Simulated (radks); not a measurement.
The numbers below are computed, except where a source is named.
Ionisation of neutral ytterbium, [Xe] 4f14 6s2, to Yb+, [Xe] 4f14 6s1, under several functionals. Dirac Kohn-Sham, spin-unpolarised, spherical densities, finite nucleus; a radial shooting solver on a logarithmic mesh with Libxc functionals.

| functional | E(Yb) (hartree) | Exc (hartree) | IE (eV) | -e(HOMO) (eV) | <r> HOMO (bohr) | IE error (eV) |
|---|---|---|---|---|---|---|
| PBE | -14074.2834 | -294.6163 | 6.537 | 2.446 | 0.8042 | +0.282 |
| LDA (Slater exchange, Perdew-Zunger correlation) | -14065.6390 | -285.8939 | 6.764 | 2.671 | 0.8039 | +0.509 |
| AM05 | -14065.9614 | -286.2212 | 6.491 | 2.516 | 0.8031 | +0.237 |
| PBEsol | -14069.9044 | -290.1927 | 6.550 | 2.493 | 0.8041 | +0.296 |
| exchange-only B88 | -14071.4370 | -291.7222 | 5.954 | 1.442 | 0.8089 | -0.300 |
| BP86 | -14076.1266 | -296.4774 | 6.714 | 2.568 | 0.8045 | +0.459 |

NIST Atomic Spectra Database: 6.254 eV (measured). Closest: AM05. The Delta-SCF values span 0.81 eV, the total energies 10.49 hartree. The highest occupied level is 4f7/2. Spin polarisation and multiplet splitting are left out, so open shells lie too high by an amount that depends on their filling.

Beside tabulated values, note that spin-unpolarised runs miss the spin-polarisation part of the exchange energy of open shells.
